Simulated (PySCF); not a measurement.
## [SbO3]-: fields on a plane

Level of theory: B3LYP/[Sb def2-SVPD with ECP28, O def2-SVPD], scalar-relativistic core potentials, density fitting, no spin–orbit coupling, PySCF.

The singlet minimum has Sb–O 1.873 Å (×3); O–Sb–O 120.0° (×3).

The plane holds Sb1 at (0.00, 0.00), O2 at (1.87, 0.00), O3 at (-0.94, 1.62), O4 at (-0.94, -1.62) Å. Columns run from x = -2.85 to 4.05 Å, rows from y = 4.05 (top) to -3.75 Å, in steps of 0.3 Å. Other isomers or separated fragments may lie lower. Core electrons replaced by a potential are absent, the electrostatic potential uses the reduced nuclear charge, and values within about 0.7 Å of such atoms have no physical meaning.

Problem. Give the electron density (e/Å³) (cut at 5 e/Å³). Every second row and column.

Solution. 
```
0.00 0.00 0.00 0.00 0.00 0.00 0.00 0.00 0.00 0.00 0.00 0.00
0.00 0.00 0.00 0.01 0.01 0.00 0.00 0.00 0.00 0.00 0.00 0.00
0.00 0.01 0.03 0.08 0.06 0.02 0.00 0.00 0.00 0.00 0.00 0.00
0.00 0.03 0.28 1.43 0.76 0.10 0.01 0.00 0.00 0.00 0.00 0.00
0.01 0.07 1.10 5.00 3.22 0.24 0.04 0.02 0.02 0.01 0.00 0.00
0.01 0.05 0.45 2.07 1.20 0.45 0.19 0.17 0.23 0.09 0.01 0.00
0.00 0.02 0.10 0.39 4.27 5.00 0.91 1.35 3.81 0.61 0.05 0.00
0.00 0.01 0.07 0.39 5.00 5.00 1.71 2.36 5.00 1.07 0.06 0.00
0.00 0.03 0.19 0.67 1.06 1.67 0.41 0.50 0.96 0.23 0.03 0.00
0.01 0.06 0.91 5.00 2.27 0.30 0.09 0.06 0.07 0.03 0.01 0.00
0.00 0.05 0.71 5.00 2.14 0.17 0.03 0.01 0.01 0.00 0.00 0.00
0.00 0.02 0.10 0.31 0.21 0.05 0.01 0.00 0.00 0.00 0.00 0.00
0.00 0.00 0.01 0.02 0.02 0.01 0.00 0.00 0.00 0.00 0.00 0.00
0.00 0.00 0.00 0.00 0.00 0.00 0.00 0.00 0.00 0.00 0.00 0.00
```

Problem. Give the electrostatic potential (V) (cut at 20 V). Lower edges of the bins (V): '0' -6.48, '1' -6.32, '2' -6.08, '3' -5.68, '4' -5.06, '5' -4.07, '6' -2.51, '7' -0.03, '8' 3.90, '9' 10.13; top 20.0.

Solution. 
```
555555444555555555555555
555444444444555555555555
554444333444445555555555
544433322334444555555555
443322211123444445555555
443224441013344444455555
432247885213344444444555
431269999533444333444455
320279999755544333334445
320169999776654211233445
331147999998765320023444
433346899999976665212344
443456899999988999632344
444457999999999999742344
444457999999999999742344
443456899999988999632344
433346899999976665212344
331147999998765320023444
320169999776654211233445
320279999755544333334445
431269999533444333444455
432247885213344444444555
443224441013344444455555
443322211123444445555555
544433322334444555555555
554444333444445555555555
555444444444555555555555
```

The lowest empty level of this anion is unbound, so it and the gap depend on the basis.
